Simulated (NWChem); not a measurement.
# C₂H₇NSi₂; SMILES [SiH3][C@H]1N=C[SiH2]1

```xyz
12

Si    -0.1622     1.9144     0.1423
C      0.1280     0.2214    -0.6716
N      1.4050    -0.4084    -0.2014
C      1.0221    -1.4851     0.4203
Si    -0.8223    -1.3108     0.0220
H     -0.2263     1.7421     1.6356
H      0.9363     2.8831    -0.1978
H     -1.4770     2.4628    -0.3459
H      0.1327     0.3636    -1.7748
H      1.7547    -2.1525     0.9145
H     -1.3868    -2.2784    -0.9866
H     -1.8373    -1.1338     1.1243
```
Atoms are numbered in this order, from 1.

Results from NWChem. Pople sets run with spherical d functions. Geometry: optimised at PBE-D3(BJ)/def2-SVP. GIAO values for the isolated, static molecule; σ is the absolute isotropic shielding.

For level PBE0/6-311G**:

σ Si1 (ppm): 412.3
σ C2 (ppm): 138.5
σ N3 (ppm): -276.4
σ Si5 (ppm): 363.6

**Question.** What are these values for level PBE0/def2-SVP?

**Answer.** The σ Si1 (ppm) comes out as 470.8 and the σ C2 (ppm) is 147.8. The σ N3 (ppm) is -245.2. The σ Si5 (ppm) comes out as 418.5.
